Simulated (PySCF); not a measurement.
Dipole moment and polarisability of `O=CO/C([SiH3])=C/[SiH3]`

Species: C3H8O2Si2.
Structure used (PBE0-D3(BJ)/def2-SVP), in Å, numbered top down from 1:
```
atom  x, y, z in Å
O1    -2.365    0.631    0.228
C2    -2.218   -0.464   -0.241
O3    -1.049   -1.016   -0.546
C4     0.129   -0.298   -0.329
Si5    0.098    1.498    0.312
C6     1.255   -0.972   -0.614
Si7    3.034   -0.389   -0.469
H8    -3.040   -1.166   -0.480
H9    -0.577    2.444   -0.617
H10    1.558    1.839    0.302
H11   -0.373    1.623    1.718
H12    1.108   -1.998   -0.979
H13    3.891   -1.548   -0.863
H14    3.331    0.751   -1.387
H15    3.387    0.005    0.928
```

Level: PBE0/def2-SVPD (PySCF), static field, nuclei fixed, core orbitals frozen in the response. The polarisability tensor in these axes (au):

```
x   131.09  -9.22  -6.17
y    -9.22  97.34   9.13
z    -6.17   9.13  77.23
```

Q: Give the principal values, the mean and the anisotropy Δα = √{½[(α1 − α2)² + (α2 − α3)² + (α1 − α3)²]}.

A: Principal values 73.60, 97.41 and 134.65 au; mean 101.89 au = 15.10 Å³ = 16.80 × 10⁻⁴⁰ C²·m²/J; Δα = 53.30 au (52 % of the mean).

Q: What is the dipole moment, and where does it point?

A: (-0.54, -1.63, -0.64) D, 1.83 D in size, pointing from the negative to the positive side. Measured along this direction, the outermost atoms are H10 at the negative end and H8 at the positive end.

Q: Directions of the eigenvectors, and the extent of the frame along each?

A: Largest value along (0.95, -0.27, -0.15), where the nuclei span 6.75 Å; middle along (0.30, 0.90, 0.31), 4.35 Å; least along (0.05, -0.34, 0.94), 2.48 Å. The response follows the extents in order.

Q: What depolarisation ratio follows for Rayleigh scattering of linearly polarised light, taking the static tensor?

A: ρ = 3Δα²/(45ᾱ² + 4Δα²) = 8523.1/(467131 + 11364.2) = 0.0178.

Q: Orientational against electronic polarisability at 250 K (dilute gas, rigid molecules)?

A: In Gaussian units μ²/3kT = 32.38 Å³ against 15.10 Å³, a ratio of 2.14; the Debye molar polarisation (4π/3)N_A(α + μ²/3kT) is 119.8 cm³/mol, leaving out the vibrational part.

Q: Find the Langevin capture rate constant for H3O+ (19.018 u) meeting this molecule (132.006 u), k = 2.342 × 10⁻⁹ cm³/s × √(α in Å³ / reduced mass in u).

A: The reduced mass is 16.62 u, so k = 2.23 × 10⁻⁹ cm³/s. The formula leaves out the permanent dipole, which adds to the capture rate.

The structure is a single PBE0-D3(BJ)/def2-SVP conformer in the gas phase; no vibrational or solvent corrections.
